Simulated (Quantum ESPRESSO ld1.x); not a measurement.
Task: Ag XXVII, configuration [Ar] 3d3. Calculated with ld1.x of Quantum ESPRESSO 7.5: scalar-relativistic Kohn-Sham, LDA (Slater exchange, Perdew-Zunger correlation), spin-unpolarised, spherical densities, point nucleus. Some entries of the table are withheld. Estimate them.

orbital  occ.  eigenvalue (eV)  r(max) (bohr)  <1/r> (bohr^-1)
1s          2         -26426.2          0.020              (1)
2s          2         -4834.97          0.114              (2)
2p          6         -4459.41          0.091            10.89
3s          2              (3)          0.318            4.290
3p          6         -1512.83          0.308              (4)
3d          3         -1340.39            (5)              (6)
4s          0         -797.728          0.669            2.150
4p          0         -749.901          0.680            2.077

Result: 
(1) 1s <1/r> (bohr^-1): 49.38
(2) 2s <1/r> (bohr^-1): 11.29
(3) 3s eigenvalue (eV): -1634.82
(4) 3p <1/r> (bohr^-1): 4.133
(5) 3d r(max) (bohr): 0.250
(6) 3d <1/r> (bohr^-1): 3.946
